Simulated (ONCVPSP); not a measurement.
**What one change does to a pseudopotential (antimony, ONCV)**

| Item | Value |
| --- | --- |
| Element | Sb |
| Generator | ONCVPSP 4.0.1 |
| Type | optimised norm-conserving Vanderbilt (ONCV) |
| Functional | PBE |
| Relativity | scalar-relativistic |
| Frozen core | [Kr] |
| Valence charge | 15 |
| Reference configuration | 4d10 5s2 5p3 |
| Partial waves | 5s: rc 2.00 bohr, ncon 4, nbas 7, qcut 3 1/bohr, 2 projectors, debl 0.7 Ha; 5p: rc 2.05 bohr, ncon 4, nbas 8, qcut 3.5 1/bohr, 2 projectors, debl 3 Ha; 4d: rc 1.45 bohr, ncon 4, nbas 8, qcut 9.1 1/bohr, 3 projectors, debl 1.9 Ha |
| Local potential | polynomial inside 1.30 bohr (lpopt 5, dvloc0 3 Ha) |
| Core correction | none |

Change: all radii scaled by about 0.96 (s 1.92, p 1.98, d 1.40 bohr); local potential polynomial inside 1.26 bohr (lpopt 5, dvloc0 3 Ha).

Cutoffs: the cutoffs (Ha) at which the residual kinetic energy of the hardest occupied pseudo-wave falls to 1 and 0.1 mHa per electron; they do not see the model core or the augmentation charge, which bear on the density cutoff. Errors are all-electron minus pseudo energies relative to the spin-unpolarised reference configuration.

Question: How do hardness, ghosts and transferability respond?

Answer: The potential gets harder (36 Ha and 43 Ha → 37 Ha and 50 Ha); both files keep a bound ghost (s); of the 4 tests that both files solve, the error grows in 1 and shrinks in 3 by more than 15 % and 0.3 meV (median size 7.0 → 2.9 meV). A smaller radius makes the pseudo-wave follow the all-electron one further in, where it bends more sharply, so more plane waves are needed.

```tsv
quantity	base	changed
cutoff, loose	36 Ha	37 Ha
cutoff, tight	43 Ha	50 Ha
loose cutoff by channel	s 21 Ha, p 6.0 Ha, d 36 Ha	s 22 Ha, p 6.0 Ha, d 37 Ha
bound ghosts	s	s
GHOST(+) flags under 300 eV	p at 103.8 eV	p at 99.0 eV
error for 4d10 5s2 5p2, meV [ΔE 8.32 eV]	-2.9	-1.8
error for 4d10 5s2 5p1, meV [ΔE 24.29 eV]	-7.7	-4.0
error for 4d10 5s2 5p0, meV [ΔE 48.70 eV]	-6.2	+0.7
error for 4d10 5s1 5p0, meV [ΔE 92.99 eV]	+50	+58
```

 A true bound ghost makes a file unfit for plane-wave use even where its test errors are small: the radial tests pick states by their node count and pass the ghost by.
